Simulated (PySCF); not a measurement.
Gas-phase reaction: CSe2 + 6 O = 2 SeO2 + CO2

Computed with PySCF and rigid-rotor harmonic-oscillator thermochemistry at 1 bar. † marks an energy on the PBE0/def2-TZVP geometry and frequencies; other levels use their own. MP2 and CCSD(T) freeze the core. 6-31G* has spherical d functions here. Open shells (unrestricted): O (multiplicity 3, electronic degeneracy 9); the rest are closed-shell singlets. Spin-orbit splitting is ignored; it lowers the true energy and changes the entropy of O. B3LYP is the form with VWN-RPA correlation. Se: all electrons, no relativistic terms. MP2 isn't extrapolated to the basis-set limit; its ΔH°(298 K) is -2229.8 kJ in def2-SVP and -2463.0 kJ in def2-TZVPP. CCSD(T) isn't extrapolated to the basis-set limit; its ΔH°(298 K) is -2012.6 kJ in def2-SVP and -2222.4 kJ in def2-TZVPP. The harmonic model lacks anharmonicity and excited electronic states, which grow with temperature; levels with a mode under 35 cm⁻¹ are left out. Warning, large T1 diagnostic: SeO2 (CCSD(T)/def2-SVP†).

```tsv
level	ΔE electronic, kJ	ΔH°(298 K), kJ	ΔS°(298 K), J/K	ΔG°(1200 K), kJ
B3LYP/6-31G*	-2210	-2184	-493	-1565
B3LYP/def2-TZVP†	-2316	-2287	-495	-1664
CCSD(T)/def2-SVP†	-2041	-2013	-495	-1390
M06-2X/def2-TZVP†	-2290	-2261	-495	-1639
MP2/def2-SVP†	-2258	-2230	-495	-1607
PBE0/def2-SVP†	-2233	-2204	-495	-1581
ωB97X-V/def2-TZVP†	-2354	-2325	-495	-1702
```
ΔH° is lowest at ωB97X-V/def2-TZVP† and highest at CCSD(T)/def2-SVP†. No reference value is set beside these.
